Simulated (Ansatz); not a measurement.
Ansatz (a first-principles code) input (B3LYP/6-31G*):

Ansatz 0.2 input:
```yaml
crystal:
  periodic: [false, false, false]
  atoms:
    - {symbol: C, position_ang: [-0.80042900, -0.57525800, -0.26166500]}
    - {symbol: C, position_ang: [0.51326900, -0.37783900, -0.03810000]}
    - {symbol: O, position_ang: [0.02321400, 0.80488300, 0.22491700]}
    - {symbol: H, position_ang: [1.53725500, -0.72047700, -0.00074300]}
basis:
  gaussian:
    orbitals: 6-31G*
hamiltonian:
  xc: {name: B3LYP}
magnetization: {spin_polarized: true, initial_magnetization: 1}
relax: {f_tol: 0.003, max_steps: 120}
```

From the output:

```
relax step   4: F+E_penalty+E_count = -4131.74195385 eV  Δ(F+E_penalty+E_count) = -1.019e-4 eV  max|allowed force component| = 1.314e-2 eV/Å  Δτ_max = 0.0025 Å  (31 SCF iters, accepted)
these checks for a lower state are left out or cut short: starts, cluster_reference, orbital_swaps, neighbouring_geometries, increment
integrals: 0.01 GiB planned
496 factors; integrals over basis functions are off by at most 3.2e-4 eV
mean field: 0.14 GiB planned
mean field -4131.74196505 eV, -151.8387166204 hartree, gradient 1.4e-5 eV, S^2 0.755410; 0 other end points of the search recorded, 0 dependent functions left out
the calculation of the forces begins
reference -4131.74209362 eV, -151.8387213450 hartree; 11, 10 occupied and 36, 37 virtual orbitals, 496 factors
relax step   5: F+E_penalty+E_count = -4131.74196505 eV  Δ(F+E_penalty+E_count) = -1.121e-5 eV  max|allowed force component| = 7.259e-3 eV/Å  Δτ_max = 0.0010 Å  (30 SCF iters, accepted)
these checks for a lower state are left out or cut short: starts, cluster_reference, orbital_swaps, neighbouring_geometries, increment
integrals: 0.01 GiB planned
496 factors; integrals over basis functions are off by at most 3.2e-4 eV
mean field: 0.14 GiB planned
mean field -4131.74196644 eV, -151.8387166712 hartree, gradient 2.5e-5 eV, S^2 0.755428; 0 other end points of the search recorded, 0 dependent functions left out
the calculation of the forces begins
reference -4131.74209500 eV, -151.8387213959 hartree; 11, 10 occupied and 36, 37 virtual orbitals, 496 factors
relax step   6: F+E_penalty+E_count = -4131.74196644 eV  Δ(F+E_penalty+E_count) = -1.384e-6 eV  max|allowed force component| = 2.403e-4 eV/Å  Δτ_max = 0.0003 Å  (26 SCF iters, accepted)
integrals: 0.01 GiB planned
496 factors; integrals over basis functions are off by at most 3.2e-4 eV
mean field: 0.14 GiB planned
mean field evaluation 64: about -4131.7420 eV, gradient 6.0e-3 eV
mean field -4131.74196644 eV, -151.8387166712 hartree, gradient 2.5e-5 eV, S^2 0.755428; 1 other end points of the search recorded, 0 dependent functions left out
the calculation of the forces begins
reference -4131.74209500 eV, -151.8387213959 hartree; 11, 10 occupied and 36, 37 virtual orbitals, 496 factors
Total energy: -4131.74209500 eV, -151.8387213959 hartree
Atom 0 at    -0.810658    -0.578527    -0.263884 Å, force     0.000108    -0.000115    -0.000018 eV/Å
Atom 1 at     0.513326    -0.381346    -0.039058 Å, force     0.000069    -0.000160    -0.000035 eV/Å
Atom 2 at     0.027161     0.809190     0.226612 Å, force     0.000021     0.000240     0.000069 eV/Å
Atom 3 at     1.543479    -0.718008     0.000738 Å, force    -0.000199     0.000034    -0.000016 eV/Å
Dipole moment:     0.557637    -0.200935     0.016389 e Å
```

The geometry given is a B3LYP-D3(BJ)/def2-TZVP minimum.
